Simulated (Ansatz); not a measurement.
`CN([SiH3])[SiH2]F` → `CN[SiH3]` + `F[SiH]` at 400 K and 1 bar (silylene formation by 1,1-elimination).

Gas-phase electronic energies from Ansatz, PBE0-D4/def2-TZVP geometries. CCSD(T)/CBS is the MP2 limit (def2-TZVPP, def2-QZVPP) plus CCSD(T) − MP2 in def2-TZVPP, frozen cores. This one scheme is used for every species. Each species was taken in one conformer, which may not be the lowest.

```csv
species,CCSD(T)/CBS energy (Eh),H − E (kJ/mol),S (J/(mol·K))
`CN([SiH3])[SiH2]F`,-775.62200,274.6,410.3
`CN[SiH3]`,-386.04948,233.7,327.3
`F[SiH]`,-389.46371,36.4,250.8
```

H − E and S are ideal-gas, rigid-rotor, harmonic terms from PBE0-D4/def2-TZVP, for one conformer and one mirror image of each species. 1 Eh = 2625.50 kJ/mol, R = 8.31446 J/(mol·K).

Task: By hand: ΔE, ΔH, ΔS and ΔG.

Result: ΔE = (-386.04948) + (-389.46371) − (-775.62200) = 0.10881 Eh = 285.7 kJ/mol. Δ(H − E) = 233.7 + 36.4 − 274.6 = -4.5, so ΔH = 281.2 kJ/mol. ΔS = 327.3 + 250.8 − 410.3 = 167.8 J/(mol·K). ΔG = 281.2 − 400 × (167.8)/1000 = 214.1 kJ/mol.

Task: By hand: the equilibrium constant, and the temperature at which ΔG would vanish if ΔH and ΔS stayed fixed.

Result: log₁₀ K = −ΔG/(RT ln 10) = -28.0. ΔG = 0 at ΔH/ΔS = 1676 K.

The number of gas molecules changes by +1, which sets the sign of ΔS. A doubt of 5 kJ/mol in ΔE shifts log₁₀ K by 0.7 here. Other conformers and mirror images would add mixing entropy, several J/(mol·K) or more a flexible species. Modes under 60 cm⁻¹, often nearly free rotors, make the harmonic entropy too high. These are equilibria of isolated gas molecules and say nothing of rates. Largest T1 diagnostic: 0.015 (customary marks: 0.02 for closed shells, 0.045 for open ones).
